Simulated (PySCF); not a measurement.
Electric field gradients and quadrupole coupling constants

Species: C₅H₄ClFSi.
Cartesian coordinates in Å at the GFN2-xTB level; atoms count from 1:
```
atom  x, y, z in Å
C1     2.2337    0.6900   -2.6666
C2     1.8933    0.8185   -1.5217
Si3    1.3784    0.9890    0.2431
F4     1.0978    2.5574    0.4993
Cl5    2.8618    0.4477    1.4946
C6    -0.1807    0.0750    0.5704
C7    -1.1977   -0.5385    0.7760
C8    -2.4187   -1.2661    1.0169
H9     2.5309    0.5877   -3.6705
H10   -3.2469   -0.5702    1.1465
H11   -2.6308   -1.9179    0.1697
H12   -2.3199   -1.8732    1.9163
```

Field gradients from the PBE0/pcSseg-1 density (PySCF, non-relativistic), principal values in atomic units, ordered |Vxx| ≤ |Vyy| ≤ |Vzz|:

```json
{"atom": "Cl5", "Vxx": "-1.0443", "Vyy": "-1.1614", "Vzz": "2.2057"}
```

Q: Find the asymmetry η = (Vxx − Vyy)/Vzz and the couplings χ = eQV/h (234.96 MHz × Q in barn × V in au), with Q(35Cl) = −0.0817 b.

A: 
| atom | environment | nucleus | η | χzz (MHz) | χxx (MHz) | χyy (MHz) |
| --- | --- | --- | --- | --- | --- | --- |
| Cl5 | silicon-bound chlorine | 35Cl | 0.05 | -42.34 | 20.05 | 22.29 |

Q: What is Vzz at Cl5 in SI units (1 au = 9.71736 × 10²¹ V/m²)?

A: 2.2057 au = 21.433 × 10²¹ V/m².

Q: And the gradient at the other heavy atoms, for which no coupling is worked out here?

A: 
| atom | environment | Vzz (au) | η |
| --- | --- | --- | --- |
| C1 | terminal alkyne carbon | -0.382 | 0.04 |
| C2 | alkyne carbon | -0.319 | 0.01 |
| Si3 | fluorine-bound silicon | -0.375 | 0.87 |
| F4 | silicon-bound fluorine | 1.353 | 0.05 |
| C6 | alkyne carbon | -0.252 | 0.00 |
| C7 | alkyne carbon | -0.382 | 0.04 |
| C8 | propargylic carbon | 0.137 | 0.01 |

Q: What couplings would deuterons (Q(2H) = 0.00286 b) have in place of the hydrogens, at this geometry?

A: 
| atom | bonded to | bond length (Å) | Vzz (au) | η | χzz (kHz) |
| --- | --- | --- | --- | --- | --- |
| H9 | C1 | 1.052 | 0.3858 | 0.00 | 259 |
| H10 | C8 | 1.090 | 0.3074 | 0.03 | 207 |
| H11 | C8 | 1.090 | 0.3072 | 0.03 | 206 |
| H12 | C8 | 1.090 | 0.3073 | 0.03 | 207 |

Isolated species at its GFN2-xTB geometry, gas phase. GFN2-xTB bond lengths can be off by several hundredths of an ångström, more for odd bonds, and the gradients follow them. These gradients aren't converged with respect to the basis.
